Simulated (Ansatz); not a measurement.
Geometry optimisation, DFT LDA, scalar-relativistic, plane waves, PAW in Ansatz 0.2.0.

The input (input.yaml):

```yaml
accuracy: low
crystal:
  lattice:
    - [7.705994, 0.0, 0.0]
    - [0.0, 7.705994, 0.0]
    - [0.0, 0.0, 7.705994]
  atoms:
    - { symbol: Cl, position: [0.6814604, 0.562477, 0.7459927] }
    - { symbol: H, position: [0.7463619, 0.498551, 0.8848847] }
    - { symbol: Cl, position: [0.1703974, 0.4184208, 0.6240148] }
    - { symbol: H, position: [0.3158273, 0.4834621, 0.6710205] }
    - { symbol: Cl, position: [0.7278744, 0.1890941, 0.3124739] }
    - { symbol: H, position: [0.7703614, 0.1897613, 0.1518995] }
    - { symbol: Cl, position: [0.4067182, 0.9276135, 0.8841075] }
    - { symbol: H, position: [0.3338491, 0.8998982, 0.7374388] }
    - { symbol: Si, position: [0.1972753, 0.3793614, 0.1503855] }
    - { symbol: H, position: [0.1013028, 0.4621956, 0.2951519] }
    - { symbol: H, position: [0.0845986, 0.2486852, 0.0651959] }
    - { symbol: H, position: [0.2482203, 0.513488, 0.0221505] }
    - { symbol: H, position: [0.3549794, 0.2930768, 0.2190436] }
    - { symbol: Si, position: [0.19262, 0.9961985, 0.4212456] }
    - { symbol: H, position: [0.36957, 1.0174473, 0.3486732] }
    - { symbol: H, position: [0.1906263, 1.0562612, 0.6040516] }
    - { symbol: H, position: [0.0680432, 1.10047, 0.3181068] }
    - { symbol: H, position: [0.1422405, 0.8106153, 0.4141507] }
    - { symbol: Si, position: [0.8145209, 0.9482249, 0.805304] }
    - { symbol: H, position: [0.9212785, 1.0602448, 0.9196889] }
    - { symbol: H, position: [0.7058376, 0.8315817, 0.9130624] }
    - { symbol: H, position: [0.7011123, 1.0582582, 0.6954828] }
    - { symbol: H, position: [0.9298551, 0.8428147, 0.6929819] }
    - { symbol: Si, position: [0.7074843, 0.7257466, 0.2763143] }
    - { symbol: H, position: [0.7818155, 0.8715932, 0.3774735] }
    - { symbol: H, position: [0.6574303, 0.5836161, 0.3959933] }
    - { symbol: H, position: [0.5520846, 0.7867118, 0.180587] }
    - { symbol: H, position: [0.8386068, 0.6610653, 0.1512033] }
basis:
  ecutwfc: 420.0
kpoints:
  mp_grid: { grid: [1, 1, 1] }
hamiltonian:
  xc: lda
scf:
  occupations: { method: fermi_dirac, width: 0.05 }
  lower_state_search: "off"
relax:
  f_tol: 0.3
  max_steps: 15
  adjacent_minimum: "off"
output:
  write_density: true
  write_potential: true
  elf: true
  volumetric_format: npy
```

Run as:

```bash
$ ansatz run input.yaml --threads 1 --pin off --max-ram 3072MiB --backend cpu --events-out ev --progress --plain --runs-dir out
```

**Question.** Where does it end, and by what steps?

**Answer.** The run converged. The threshold is loose, so the end isn't yet a minimum. Limits of this set-up: coarse k mesh, low accuracy level. After 12 steps the energy has fallen by 1.501 eV; H2 moved furthest, 1.36 Å.

```csv
step,energy less start (eV),largest force component (eV/Å),accepted
0,0.0000,0.736,yes
1,-0.3900,0.318,yes
2,-0.5728,0.938,yes
3,-0.7701,0.718,yes
4,-0.8926,0.676,yes
5,-0.9959,0.485,yes
6,-1.0934,0.361,yes
7,-1.1777,0.487,yes
8,-1.2607,0.499,yes
9,-1.3292,0.633,yes
10,-1.3932,0.646,yes
11,-1.4615,0.401,yes
12,-1.5006,0.212,yes
```

```xyz
28
Lattice="7.7060 0.0000 0.0000 0.0000 7.7060 0.0000 0.0000 0.0000 7.7060" Properties=species:S:1:pos:R:3
Cl 5.002 3.809 6.478
H 4.994 2.945 7.504
Cl 2.150 3.828 4.664
H 3.161 3.703 5.522
Cl 5.337 1.605 1.147
H 6.325 1.153 0.375
Cl 2.823 6.755 6.964
H 2.226 7.191 5.881
Si 1.393 3.185 1.114
H 0.438 3.538 2.213
H 0.714 2.228 0.179
H 1.795 4.413 0.359
H 2.604 2.524 1.689
Si 1.519 7.587 3.142
H 2.911 7.802 2.640
H 1.492 7.926 4.611
H 0.554 8.512 2.467
H 1.086 6.168 2.957
Si 6.542 7.367 6.155
H 7.395 8.387 6.890
H 5.838 6.558 7.190
H 5.591 8.134 5.299
H 7.447 6.519 5.328
Si 5.266 5.556 2.306
H 5.803 6.782 2.985
H 4.892 4.549 3.349
H 4.053 5.916 1.504
H 6.317 4.987 1.406
```

Time of the run: 21 s on 1 thread of Arm Neoverse V2, on a shared host, peak memory 0.38 GiB.
